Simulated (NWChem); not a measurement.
System: CH7NSi; SMILES CN[SiH3]

Parts of the log:

```
             Northwest Computational Chemistry Package (NWChem) 7.3.0
             --------------------------------------------------------

                             Geometry "geometry" -> ""
                             -------------------------

 Output coordinates in angstroms (scale by  1.889725989 to convert to a.u.)

  No.       Tag          Charge          X              Y              Z
 ---- ---------------- ---------- -------------- -------------- --------------
    1 Si                  14.0000     0.07966900     1.10491300     0.00184600
    2 N                    7.0000    -0.54078800    -0.51031200     0.01058200
    3 C                    6.0000     0.27520500    -1.69975200    -0.01964100
    4 H                    1.0000    -1.07475900     2.02366100     0.23682700
    5 H                    1.0000     1.09319800     1.23796100     1.09443400
    6 H                    1.0000     0.75794600     1.54293400    -1.26745800
    7 H                    1.0000    -1.47972700    -0.64666200    -0.34660900
    8 H                    1.0000     0.56765700    -2.02782300    -1.03708200
    9 H                    1.0000    -0.23565300    -2.54760600     0.46724500
   10 H                    1.0000     1.20741300    -1.52900600     0.54318100

 Effective nuclear repulsion energy (a.u.)     115.7114025441

                              NWChem Property Module
                              ----------------------

  itol2e modified to match energy
  convergence criterion.

                                 NWChem DFT Module
                                 -----------------

 Summary of "ao basis" -> "ao basis" (spherical)
 ------------------------------------------------------------------------------
       Tag                 Description            Shells   Functions and Types
 ---------------- ------------------------------  ------  ---------------------
 Si                         pcsseg-1                10       24   4s5p1d
 N                          pcsseg-1                 7       17   3s3p1d
 C                          pcsseg-1                 7       17   3s3p1d
 H                          pcsseg-1                 3        5   2s1p

  itol2e modified to match energy
  convergence criterion.

            General Information
            -------------------
          SCF calculation type: DFT
          Wavefunction type:  closed shell.
          No. of atoms     :    10
          No. of electrons :    34
           Alpha electrons :    17
            Beta electrons :    17
          Charge           :     0
          Spin multiplicity:     1
          Use of symmetry is: off; symmetry adaption is: off
          Maximum number of iterations: 150
          AO basis - number of functions:    93
                     number of shells:    45
          Convergence on energy requested:  1.00D-07
          Convergence on density requested:  1.00D-05
          Convergence on gradient requested:  5.00D-04

              XC Information
              --------------
                        Slater Exchange Functional  1.000 local
                      VWN V Correlation Functional  1.000 local

             Grid Information
             ----------------
          Grid used for XC integration:  fine
          Radial quadrature: Mura-Knowles
          Angular quadrature: Lebedev.
          Tag              B.-S. Rad. Rad. Pts. Rad. Cut. Ang. Pts.
          ---              ---------- --------- --------- ---------
          Si                  1.10      123          11.0       770
          N                   0.65       70           9.0       590
          C                   0.70       70          11.0       590
          H                   0.35       60          12.0       590
          Grid pruning is: on
          Number of quadrature shells:   683
          Spatial weights used:  Erf1

      Superposition of Atomic Density Guess
      -------------------------------------

 Sum of atomic energies:        -384.24214593

      Non-variational initial energy
      ------------------------------

 Total energy =    -385.860008
 1-e energy   =    -757.155952
 2-e energy   =     255.584541
 HOMO         =      -0.295356
 LUMO         =       0.040054

   convergence    iter        energy       DeltaE   RMS-Dens  Diis-err
 ---------------- ----- ----------------- --------- --------- ---------
 d= 0,ls=0.0,diis     1   -384.4695495689 -5.00D+02  9.83D-03  9.08D-01
 d= 0,ls=0.0,diis     2   -384.4598989362  9.65D-03  9.33D-03  5.37D-01
 d= 0,ls=0.0,diis     3   -384.4786088621 -1.87D-02  3.78D-03  4.13D-01
 d= 0,ls=0.0,diis     4   -384.5191878836 -4.06D-02  7.48D-04  4.68D-03
 d= 0,ls=0.0,diis     5   -384.5197814595 -5.94D-04  2.32D-04  6.83D-04
  Resetting Diis
 d= 0,ls=0.0,diis     6   -384.5198593102 -7.79D-05  5.64D-05  5.22D-05
 d= 0,ls=0.0,diis     7   -384.5198660905 -6.78D-06  1.43D-05  1.39D-06
 d= 0,ls=0.0,diis     8   -384.5198659877  1.03D-07  8.46D-06  2.13D-06
 d= 0,ls=0.0,diis     9   -384.5198662199 -2.32D-07  1.63D-06  7.43D-08
 d= 0,ls=0.0,diis    10   -384.5198662271 -7.25D-09  5.24D-07  3.65D-09

         Total DFT energy =     -384.519866227143
      One electron energy =     -760.826632357322
           Coulomb energy =      294.380158758757
    Exchange-Corr. energy =      -33.784795172664
 Nuclear repulsion energy =      115.711402544085

 Numeric. integr. density =       34.000004805575

                       DFT Final Molecular Orbital Analysis
                       ------------------------------------

 Vector   15  Occ=2.000000D+00  E=-3.003917D-01
              MO Center=  4.2D-01,  1.2D+00,  3.8D-01, r^2= 2.6D+00
   Bfn.  Coefficient  Atom+Function         Bfn.  Coefficient  Atom+Function
  ----- ------------  ---------------      ----- ------------  ---------------
    64      0.369716   5 H  s                16      0.257979   1 Si pz
    65      0.213431   5 H  s                14      0.208996   1 Si px
    59     -0.192359   4 H  s                69     -0.155258   6 H  s
    19      0.122584   1 Si pz               60     -0.109532   4 H  s
    17      0.100957   1 Si px               70     -0.088732   6 H  s

 Vector   16  Occ=2.000000D+00  E=-2.994162D-01
              MO Center= -1.6D-01,  1.3D+00, -2.3D-01, r^2= 3.0D+00
   Bfn.  Coefficient  Atom+Function         Bfn.  Coefficient  Atom+Function
  ----- ------------  ---------------      ----- ------------  ---------------
    59      0.329526   4 H  s                69     -0.278669   6 H  s
    14     -0.223964   1 Si px               16      0.215723   1 Si pz
    60      0.200251   4 H  s                70     -0.153726   6 H  s
    15      0.123722   1 Si py               84     -0.108258   9 H  s
    17     -0.106907   1 Si px               19      0.103339   1 Si pz

[...]

          -----------------------------------------
          Chemical Shielding Tensors (GIAO, in ppm)
          -----------------------------------------

                                NWChem CPHF Module
                                ------------------

  scftype          =     RHF
  nclosed          =       17
  nopen            =        0
  variables        =     1292
  # of vectors     =        3
  tolerance        = 0.10D-03
  level shift      = 0.00D+00
  max iterations   =       50
  max subspace     =       30

 SCF residual:    1.7415327616316188E-005

Iterative solution of linear equations
  No. of variables     1292
  No. of equations        3
  Maximum subspace       30
        Iterations       50
       Convergence  1.0D-04

   iter   nsub   residual    time
   ----  ------  --------  ---------
     1      3    5.18D-06      24.9

      Atom:    1  Si
        Diamagnetic
    880.7464      1.5448      0.1654
      1.5448    886.2720     -0.0735
      0.1654     -0.0735    879.1439

        Paramagnetic
   -555.8712     34.5741     10.1463
     34.5741   -433.0426     19.0109
     10.1463     19.0109   -537.8436

        Total Shielding Tensor
    324.8752     36.1189     10.3117
     36.1189    453.2294     18.9374
     10.3117     18.9374    341.3003

           isotropic =     373.1350
          anisotropy =     139.6100

          Principal Components and Axis System
                 1           2           3
              466.2083    338.9003    314.2963

      1         0.2555      0.1640      0.9528
      2         0.9525     -0.2114     -0.2190
      3         0.1655      0.9635     -0.2102

      Atom:    2  N
        Diamagnetic
    324.6048     -0.4634      5.0329
     -0.4634    339.0074     -0.1823
      5.0329     -0.1823    301.0016

        Paramagnetic
    -21.0612     -8.5272     19.9183
     -8.5272    -89.6866      5.2378
     19.9183      5.2378    -71.5204

        Total Shielding Tensor
    303.5436     -8.9906     24.9512
     -8.9906    249.3208      5.0556
     24.9512      5.0556    229.4812

           isotropic =     260.7819
          anisotropy =      76.8011

          Principal Components and Axis System
                 1           2           3
              311.9826    250.4341    219.9289

      1         0.9529      0.0345     -0.3015
      2        -0.1140      0.9614     -0.2505
      3         0.2812      0.2730      0.9200

      Atom:    3  C
        Diamagnetic
    246.3863     -8.8499     -0.6326
     -8.8499    255.4761      0.5099
     -0.6326      0.5099    241.7515

        Paramagnetic
   -106.3081    -20.5088      0.2033
    -20.5088    -88.8068     -3.3483
      0.2033     -3.3483   -106.8193

        Total Shielding Tensor
    140.0782    -29.3587     -0.4293
    -29.3587    166.6694     -2.8384
     -0.4293     -2.8384    134.9322

           isotropic =     147.2266
          anisotropy =      57.7014

          Principal Components and Axis System
                 1           2           3
              185.6942    135.0989    120.8867

      1        -0.5404     -0.1361      0.8303
      2         0.8403     -0.0376      0.5408
      3        -0.0424      0.9900      0.1347

      Atom:    4  H
        Diamagnetic
     30.9767     -6.3559     -1.5260
     -6.3559     31.4729      1.4875
     -1.5260      1.4875     23.4779

        Paramagnetic
     -5.6702      3.8042      0.5192
      3.8042     -2.3155     -0.6948
      0.5192     -0.6948     -0.2896

        Total Shielding Tensor
     25.3064     -2.5516     -1.0068
     -2.5516     29.1574      0.7927
     -1.0068      0.7927     23.1884

           isotropic =      25.8841
          anisotropy =       7.0896

          Principal Components and Axis System
                 1           2           3
               30.6104     24.2667     22.7750

      1        -0.4520      0.7898      0.4147
      2         0.8784      0.4750      0.0530
      3         0.1551     -0.3882      0.9084

      Atom:    5  H
        Diamagnetic
     29.5759      2.2515      6.9942
      2.2515     25.3706      1.9001
      6.9942      1.9001     29.8814

        Paramagnetic
     -4.1521      0.3019     -4.2818
      0.3019     -0.1090     -0.5024
     -4.2818     -0.5024     -2.7836

        Total Shielding Tensor
     25.4238      2.5534      2.7124
      2.5534     25.2616      1.3977
      2.7124      1.3977     27.0978

           isotropic =      25.9277
          anisotropy =       6.8430

          Principal Components and Axis System
                 1           2           3
               30.4897     24.7671     22.5264

      1         0.5884     -0.2499     -0.7689
      2         0.4644     -0.6741      0.5745
      3         0.6619      0.6951      0.2806

      Atom:    6  H
        Diamagnetic
     25.8568      2.9568     -5.4417
      2.9568     26.0520     -4.5276
     -5.4417     -4.5276     32.2249

        Paramagnetic
     -1.9370     -0.2975      3.0175
     -0.2975      0.0160      1.6532
      3.0175      1.6532     -5.0055

        Total Shielding Tensor
     23.9197      2.6593     -2.4241
      2.6593     26.0680     -2.8744
     -2.4241     -2.8744     27.2194

           isotropic =      25.7357
          anisotropy =       8.3480

          Principal Components and Axis System
                 1           2           3
               31.3011     23.8392     22.0668

      1         0.4360      0.2347      0.8688
      2         0.5933      0.6510     -0.4736
      3        -0.6767      0.7219      0.1446

      Atom:    7  H
        Diamagnetic
     42.7024      2.9829      6.8190
      2.9829     29.0555      1.0365
      6.8190      1.0365     23.3355

        Paramagnetic
     -1.8528     -2.0522     -1.1826
     -2.0522      1.4224     -0.1950
     -1.1826     -0.1950     -0.1200

        Total Shielding Tensor
     40.8497      0.9307      5.6365
      0.9307     30.4779      0.8415
      5.6365      0.8415     23.2154

           isotropic =      31.5143
          anisotropy =      16.6325

          Principal Components and Axis System
                 1           2           3
               42.6026     30.4062     21.5342

      1         0.9550     -0.1063     -0.2769
      2         0.0929      0.9938     -0.0614
      3         0.2817      0.0329      0.9589

      Atom:    8  H
        Diamagnetic
     23.9531     -3.9540     -4.7650
     -3.9540     27.9400      6.0712
     -4.7650      6.0712     33.3982

        Paramagnetic
      1.6635      0.0300      2.0744
      0.0300      0.9977     -2.5419
      2.0744     -2.5419     -3.9945

        Total Shielding Tensor
     25.6166     -3.9239     -2.6906
     -3.9239     28.9377      3.5293
     -2.6906      3.5293     29.4037

           isotropic =      27.9860
          anisotropy =      10.5639

          Principal Components and Axis System
                 1           2           3
               35.0286     25.9340     22.9954

      1        -0.4464      0.2759      0.8513
      2         0.6462     -0.5586      0.5199
      3         0.6190      0.7822      0.0711

      Atom:    9  H
        Diamagnetic
     24.8187      3.0784     -2.4129
      3.0784     36.6597     -5.5972
     -2.4129     -5.5972     24.7290

        Paramagnetic
      0.3162     -3.3942      1.2163
     -3.3942     -2.8546      2.3687
      1.2163      2.3687      0.1191

        Total Shielding Tensor
     25.1349     -0.3157     -1.1966
     -0.3157     33.8051     -3.2285
     -1.1966     -3.2285     24.8481

           isotropic =      27.9294
          anisotropy =      10.3779

          Principal Components and Axis System
                 1           2           3
               34.8480     25.8730     23.0671

      1         0.0070      0.8583      0.5131
      2         0.9514     -0.1638      0.2609
      3        -0.3080     -0.4863      0.8177

      Atom:   10  H
        Diamagnetic
     34.6752     -2.4893      6.6655
     -2.4893     26.6909     -0.2096
      6.6655     -0.2096     25.0932

        Paramagnetic
     -3.7404     -0.6224     -3.8255
     -0.6224      1.1910     -0.4918
     -3.8255     -0.4918      1.3461

        Total Shielding Tensor
     30.9348     -3.1117      2.8400
     -3.1117     27.8819     -0.7014
      2.8400     -0.7014     26.4392

           isotropic =      28.4186
          anisotropy =       8.2556

          Principal Components and Axis System
                 1           2           3
               33.9224     26.5559     24.7776

      1         0.8147      0.2222     -0.5357
      2        -0.4606      0.8091     -0.3649
      3         0.3524      0.5440      0.7615
```

Level: LDA (Slater exchange, VWN5)/pcSseg-1, GIAO. Coordinates come from a PBE0/def2-SVP optimisation. The printed shielding anisotropy is the first printed principal value minus the mean of the other two.

Problem. Which NWChem input produces such a log?

Solution. Several could match; the one computed here: the input that was run:
```
start job
memory heap 200 mb stack 900 mb global 1100 mb
geometry units angstroms noautosym nocenter noautoz
  Si     0.079669     1.104913     0.001846
  N     -0.540788    -0.510312     0.010582
  C      0.275205    -1.699752    -0.019641
  H     -1.074759     2.023661     0.236827
  H      1.093198     1.237961     1.094434
  H      0.757946     1.542934    -1.267458
  H     -1.479727    -0.646662    -0.346609
  H      0.567657    -2.027823    -1.037082
  H     -0.235653    -2.547606     0.467245
  H      1.207413    -1.529006     0.543181
end
basis spherical
  Si library pcsseg-1
  N library pcsseg-1
  C library pcsseg-1
  H library pcsseg-1
end
dft
  xc slater vwn_5
  iterations 150
end
property
  shielding
end
task dft property
```
